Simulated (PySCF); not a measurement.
tert-butyl chloride (C4H9Cl), singlet, geometry from GFN2-xTB; MP2/cc-pVDZ (PySCF).

Input for PySCF:
```python
from pyscf import gto, scf, mp

mol = gto.Mole()
mol.atom = '''
    C    -0.36790244    1.46695451   -0.68433856
    C    -0.03401853    0.02110744   -0.34773461
    C     1.29307953   -0.40182429   -0.96026537
    C    -1.15961046   -0.91967164   -0.75175438
    Cl    0.14210822   -0.08817371    1.45261835
    H    -0.48214563    1.57440656   -1.76130522
    H    -1.29575694    1.76770098   -0.20375897
    H     0.42549780    2.13111715   -0.35008832
    H     2.09465859    0.25313630   -0.62737382
    H     1.53905181   -1.42175600   -0.67468506
    H     1.22787094   -0.34954132   -2.04537780
    H    -1.29722604   -0.88267629   -1.83071125
    H    -2.09136341   -0.63067715   -0.27150675
    H    -0.92571546   -1.94215328   -0.46514734
'''
mol.basis = 'cc-pvdz'
mol.verbose = 4
mol.build()

mf = scf.RHF(mol)
mf.kernel()

pt = mp.MP2(mf, frozen=9)
pt.kernel()
print('E(MP2) = %.10f' % pt.e_tot)
```

Problem. Write the output that PySCF gives for this input, abridged.

Solution. 
```
PySCF version 2.14.0

[INPUT] verbose = 4
[INPUT] num. atoms = 14
[INPUT] num. electrons = 50
[INPUT] charge = 0
[INPUT] spin (= nelec alpha-beta = 2S) = 0
[INPUT] symmetry False subgroup None
[INPUT] Mole.unit = angstrom
[INPUT] Symbol           X                Y                Z      unit          X                Y                Z       unit  Magmom
[INPUT]  1 C     -0.367902440000   1.466954510000  -0.684338560000 AA   -0.695234852159   2.772142261096  -1.293212454879 Bohr   0.0
[INPUT]  2 C     -0.034018530000   0.021107440000  -0.347734610000 AA   -0.064285704860   0.039887280791  -0.657123176932 Bohr   0.0
[INPUT]  3 C      1.293079530000  -0.401824290000  -0.960265370000 AA    2.443566168981  -0.759337858298  -1.814638556204 Bohr   0.0
[INPUT]  4 C     -1.159610460000  -0.919671640000  -0.751754380000 AA   -2.191346180581  -1.737927524130  -1.420609891142 Bohr   0.0
[INPUT]  5 Cl     0.142108220000  -0.088173710000   1.452618350000 AA    0.268545615849  -0.166624163287   2.745050845018 Bohr   0.0
[INPUT]  6 H     -0.482145630000   1.574406560000  -1.761305220000 AA   -0.911123192856   2.975197207119  -3.328384487567 Bohr   0.0
[INPUT]  7 H     -1.295756940000   1.767700980000  -0.203758970000 AA   -2.448625740604   3.340470722325  -0.385048648723 Bohr   0.0
[INPUT]  8 H      0.425497800000   2.131117150000  -0.350088320000 AA    0.804074308605   4.027227752864  -0.661571044209 Bohr   0.0
[INPUT]  9 H      2.094658590000   0.253136300000  -0.627373820000 AA    3.958331059568   0.478358279186  -1.185564697522 Bohr   0.0
[INPUT] 10 H      1.539051810000  -1.421756000000  -0.674685060000 AA    2.908386412416  -2.686729455957  -1.274969983736 Bohr   0.0
[INPUT] 11 H      1.227870940000  -0.349541320000  -2.045377800000 AA    2.320339792912  -0.660537364019  -3.865203863265 Bohr   0.0
[INPUT] 12 H     -1.297226040000  -0.882676290000  -1.830711250000 AA   -2.451401937254  -1.668016444747  -3.459542875660 Bohr   0.0
[INPUT] 13 H     -2.091363410000  -0.630677150000  -0.271506750000 AA   -3.952104071836  -1.191807086521  -0.513073398471 Bohr   0.0
[INPUT] 14 H     -0.925715460000  -1.942153280000  -0.465147340000 AA   -1.749348688676  -3.670137791126  -0.879001080170 Bohr   0.0

nuclear repulsion = 242.213522133796
number of shells = 52
number of NR pGTOs = 208
number of NR cGTOs = 119
basis = cc-pvdz
ecp = {}

******** <class 'pyscf.scf.hf.RHF'> ********
method = RHF
initial guess = minao
damping factor = 0
level_shift factor = 0
DIIS = <class 'pyscf.scf.diis.CDIIS'>
diis_start_cycle = 1
diis_space = 8
diis_damp = 0
SCF conv_tol = 1e-09
SCF conv_tol_grad = None
SCF max_cycles = 50
direct_scf = True
direct_scf_tol = 1e-13
Set gradient conv threshold to 3.16228e-05
Initial guess from minao.
init E= -617.005615231816
  HOMO = -0.341765393592247  LUMO = 0.0860833170753765  gap/eV = 11.64236
cycle= 1 E= -616.162560141392  delta_E= 0.843  |g|= 0.465  |ddm|= 3.07
  HOMO = -0.400782709519084  LUMO = 0.148514594547343  gap/eV = 14.94714
cycle= 2 E= -616.222395161387  delta_E= -0.0598  |g|= 0.248  |ddm|= 0.647
  HOMO = -0.414467860056199  LUMO = 0.169833575785451  gap/eV = 15.89965
cycle= 3 E= -616.237511188285  delta_E= -0.0151  |g|= 0.0578  |ddm|= 0.245
  HOMO = -0.423129054918453  LUMO = 0.170761321715807  gap/eV = 16.16058
cycle= 4 E= -616.238827909092  delta_E= -0.00132  |g|= 0.00811  |ddm|= 0.0871
  HOMO = -0.419717071106981  LUMO = 0.170785495731657  gap/eV = 16.06839
cycle= 5 E= -616.238856059284  delta_E= -2.82e-05  |g|= 0.00251  |ddm|= 0.0153
  HOMO = -0.420639523360532  LUMO = 0.170850859724097  gap/eV = 16.09527
cycle= 6 E= -616.238859632615  delta_E= -3.57e-06  |g|= 0.000815  |ddm|= 0.00632
  HOMO = -0.420750967992391  LUMO = 0.170854650063356  gap/eV = 16.09841
cycle= 7 E= -616.238860136785  delta_E= -5.04e-07  |g|= 0.000244  |ddm|= 0.00244
  HOMO = -0.420785888184493  LUMO = 0.170873867769639  gap/eV = 16.09988
cycle= 8 E= -616.238860182929  delta_E= -4.61e-08  |g|= 5.15e-05  |ddm|= 0.000738
  HOMO = -0.420799636902349  LUMO = 0.170871215991411  gap/eV = 16.10018
cycle= 9 E= -616.238860184676  delta_E= -1.75e-09  |g|= 1.08e-05  |ddm|= 0.000134
  HOMO = -0.420799443913138  LUMO = 0.170872142705937  gap/eV = 16.10020
cycle= 10 E= -616.238860184728  delta_E= -5.2e-11  |g|= 2.32e-06  |ddm|= 2.4e-05
  HOMO = -0.420799678868456  LUMO = 0.170872022768383  gap/eV = 16.10021
Extra cycle  E= -616.238860184729  delta_E= -1.02e-12  |g|= 8.13e-07  |ddm|= 3.77e-06
converged SCF energy = -616.238860184729

******** <class 'pyscf.mp.mp2.RMP2'> ********
nocc = 16, nmo = 110
frozen orbitals 9
E(RMP2) = -616.95912813559  E_corr = -0.720267950861198
E(SCS-RMP2) = -616.954409611942  E_corr = -0.715549427212566
E_corr(same-spin) = -0.171660131331774
E_corr(oppo-spin) = -0.548607819529424
E(MP2) = -616.9591281356
```
